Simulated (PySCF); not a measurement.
Structure and specific rotation at 589.3 nm (origin-invariant length gauge)

Theory: TDDFT CAM-B3LYP/aug-cc-pVDZ circular dichroism and optical rotation, one conformer, gas phase (PySCF). Geometry: GFN2-xTB.

Each molecule in one low-energy conformer. The parent is CO[C@@H]1OC[C@@H]1Cl.

The molecule is flexible and this is one conformer; a measurement averages over conformers.

How does the specific rotation at 589.3 nm (origin-invariant length gauge) change along this series?
- CO[C@@H]1OC[C@@H]1Cl (base)
- CO[C@H]1OC[C@@H]1Cl (diastereomer)


```csv
molecule,[α]589 (deg dm⁻¹ (g/mL)⁻¹),S1 (eV),"R(S1), velocity form (10⁻⁴⁰ esu² cm²)"
CO[C@@H]1OC[C@@H]1Cl,-128.7,7.16,+0.1
CO[C@H]1OC[C@@H]1Cl,+151.1,7.13,-11.6
```
The specific rotation at 589.3 nm (origin-invariant length gauge) is lowest for CO[C@@H]1OC[C@@H]1Cl and highest for CO[C@H]1OC[C@@H]1Cl.
